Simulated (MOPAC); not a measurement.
MOPAC input (AM1):

```
AM1 FORCE THERMO(298,298) PRECISE LET UHF MS=0.5 GEO-OK AUX(PRECISION=9) THREADS=1
H2ClSi

Si    0.78082644 1   -0.61445109 1    0.04529793 1
Cl   -0.77420977 1    0.66786982 1   -0.04831815 1
H     0.90359064 1   -1.33977202 1    1.30279823 1
H     0.93336191 1   -1.48028180 1   -1.11640525 1
```

From the output:

```
     H    4   2.749582   0.200283   0.164818   2.891503

          HEAT OF FORMATION =     -22.009265 KCALS/MOLE

          ZERO POINT ENERGY       9.608 KCAL/MOL

           NORMAL COORDINATE ANALYSIS (Total motion = 1 Angstrom)

   Root No.       1         2         3         4         5         6

                 1 A'      2 A'      1 A"      3 A'      2 A"      4 A'

                 425.3     501.5     531.4     785.3    2238.8    2238.9

           1    0.1029   -0.0704   -0.0000   -0.0198    0.0000    0.0138
           2    0.0152    0.0146    0.0317    0.0035   -0.0259   -0.0047
           3   -0.0349   -0.0335    0.0138   -0.0080   -0.0113    0.0109
           4   -0.0727    0.0696    0.0000   -0.0055    0.0000    0.0005
           5   -0.0035   -0.0038   -0.0163    0.0010   -0.0003   -0.0000
           6    0.0081    0.0088   -0.0071   -0.0024   -0.0001    0.0001
           7   -0.1554   -0.2445   -0.4371    0.3729   -0.2133   -0.2019
           8   -0.1080   -0.0768   -0.1828    0.1737    0.4363    0.4470
           9    0.3620    0.3393   -0.0000    0.2590    0.0000    0.0114
          10   -0.1554   -0.2445    0.4371    0.3729    0.2133   -0.2019
          11   -0.1909   -0.1957   -0.1247   -0.3079    0.2977   -0.3133
          12    0.3260    0.2876   -0.1336    0.0498    0.3190   -0.3190

           MASS-WEIGHTED COORDINATE ANALYSIS (NORMAL COORDINATES)

   Root No.       1         2         3         4         5         6

                 1 A'      2 A'      1 A"      3 A'      2 A"      4 A'

                 425.3     501.5     531.4     785.3    2238.8    2238.9

           1    0.5866   -0.4406   -0.0000   -0.1496    0.0000    0.1040
           2    0.0864    0.0913    0.2380    0.0265   -0.1947   -0.0358
           3   -0.1987   -0.2100    0.1034   -0.0609   -0.0846    0.0824
           4   -0.4655    0.4900    0.0000   -0.0470    0.0000    0.0046
           5   -0.0224   -0.0268   -0.1380    0.0089   -0.0028   -0.0003
           6    0.0516    0.0616   -0.0600   -0.0204   -0.0012    0.0007
           7   -0.1678   -0.2901   -0.6223    0.5343   -0.3035   -0.2882
           8   -0.1166   -0.0911   -0.2602    0.2489    0.6208    0.6381
           9    0.3908    0.4025   -0.0000    0.3712    0.0000    0.0163
          10   -0.1678   -0.2901    0.6223    0.5343    0.3034   -0.2882
          11   -0.2061   -0.2321   -0.1775   -0.4412    0.4236   -0.4473
          12    0.3519    0.3412   -0.1902    0.0713    0.4538   -0.4554

          DESCRIPTION OF VIBRATIONS

 VIBRATION          1    1A'         ATOM PAIR     ENERGY CONTRIBUTION    RADIAL
 FREQUENCY           425.31         Si1 -- Cl2         +45.9% ( 82.9%)     93.7%
 TRANSITION DIPOLE   1.0796         Si1 -- H 3         +27.0% ( 63.6%)      1.9%
 TRAVEL (Ang.)       0.1614         Si1 -- H 4         +27.0% ( 63.6%)      1.9%
 REDUCED MASS        6.0861
 EFFECTIVE MASS     20.7797
 FORCE CONSTANT      0.6486

 VIBRATION          2    2A'         ATOM PAIR     ENERGY CONTRIBUTION    RADIAL
 FREQUENCY           501.49         Si1 -- Cl2         +40.2% ( 68.3%)     90.8%
 TRANSITION DIPOLE   0.5934         Si1 -- H 3         +29.9% ( 58.9%)     12.1%
 TRAVEL (Ang.)       0.1843         Si1 -- H 4         +29.9% ( 58.9%)     12.1%
 REDUCED MASS        3.9593
 EFFECTIVE MASS     15.2431
 FORCE CONSTANT      0.5867

 VIBRATION          3    1A"         ATOM PAIR     ENERGY CONTRIBUTION    RADIAL
 FREQUENCY           531.37         Si1 -- H 4         +47.9% ( 82.7%)      5.6%
 TRANSITION DIPOLE   0.4983         Si1 -- H 3         +47.9% ( 82.7%)      5.6%
 TRAVEL (Ang.)       0.4748         Si1 -- Cl2          +4.3% ( 24.7%)      0.0%
 REDUCED MASS        0.5629
 EFFECTIVE MASS      2.9519
 FORCE CONSTANT      0.0936

 VIBRATION          4    3A'         ATOM PAIR     ENERGY CONTRIBUTION    RADIAL
 FREQUENCY           785.31         Si1 -- H 3         +49.5% ( 58.1%)      1.1%
 TRANSITION DIPOLE   0.5311         Si1 -- H 4         +49.5% ( 58.1%)      1.1%
 TRAVEL (Ang.)       0.4165         Si1 -- Cl2          +1.0% (  8.3%)     84.4%
 REDUCED MASS        0.4951
 EFFECTIVE MASS      1.3882
 FORCE CONSTANT      0.1799

 VIBRATION          5    2A"         ATOM PAIR     ENERGY CONTRIBUTION    RADIAL
 FREQUENCY          2238.80         Si1 -- H 3         +49.9% ( 71.2%)     98.5%
 TRANSITION DIPOLE   0.0341         Si1 -- H 4         +49.9% ( 71.2%)     98.5%
 TRAVEL (Ang.)       0.2415         Si1 -- Cl2          +0.2% (  4.7%)      0.0%
 REDUCED MASS        0.5166
 EFFECTIVE MASS      1.4374
 FORCE CONSTANT      1.5256

 VIBRATION          6    4A'         ATOM PAIR     ENERGY CONTRIBUTION    RADIAL
 FREQUENCY          2238.93         Si1 -- H 4         +50.0% ( 70.2%)     98.4%
 TRANSITION DIPOLE   0.1617         Si1 -- H 3         +50.0% ( 70.2%)     98.4%
 TRAVEL (Ang.)       0.2466
 REDUCED MASS        0.4951
 EFFECTIVE MASS      1.1834
 FORCE CONSTANT      1.4622

      SYMMETRY NUMBER FOR POINT-GROUP Cs  =  1

          SYSTEM IS A GROUND STATE

 H2ClSi

          MOLECULE IS NOT LINEAR

          THERE ARE  6 GENUINE VIBRATIONS IN THIS SYSTEM
          THIS THERMODYNAMICS CALCULATION IS LIMITED TO
          MOLECULES WHICH HAVE NO INTERNAL ROTATIONS

                    CALCULATED THERMODYNAMIC PROPERTIES
                                          *
   TEMP. (K)   PARTITION FUNCTION   H.O.F.    ENTHALPY  HEAT CAPACITY ENTROPY
                                   KCAL/MOL   CAL/MOLE    CAL/K/MOL  CAL/K/MOL

 298.00  VIB.     0.1395D+01                   497.3266     4.5248     2.3309
         ROT.     0.1014D+05                   888.2803     2.9808    21.3117
         INT.     0.1415D+05                  1385.6069     7.5056    23.6426
         TRA.     0.5131D+27                  1480.4672     4.9680    38.4570
         TOT.                      -22.009    2866.0741    12.4737    62.0996

   *: NOTE: HEATS OF FORMATION ARE RELATIVE TO THE
            ELEMENTS IN THEIR STANDARD STATE AT 298K
              (=  Standard Enthalpy of Formation).

            Hvib:  Zero-point energy is not included.
                   frequencies of less than zero cm-1 are not included.
            Hrot = (3/2)RT
            Htra = (3/2)RT + pV = (5/2)RT

            Heat capacity is Cp, not Cv

          For more information, see: HTTP://OpenMOPAC.net/Manual/thermochemistry.html

           FORCE CONSTANT IN CARTESIAN COORDINATES (Millidynes/A)

    ATOM   CHEMICAL       X               Y               Z
   NUMBER   SYMBOL  FORCE CONSTANT  FORCE CONSTANT  FORCE CONSTANT

      1      Si        2.963298        3.581662        1.552363
      2      Cl        2.110892        0.120627        0.056140
      3       H        0.706419        2.396027        0.091036
      4       H        0.706418        1.218561        1.268504

 **********************
 *                    *
 * JOB ENDED NORMALLY *
 *                    *
 **********************
```
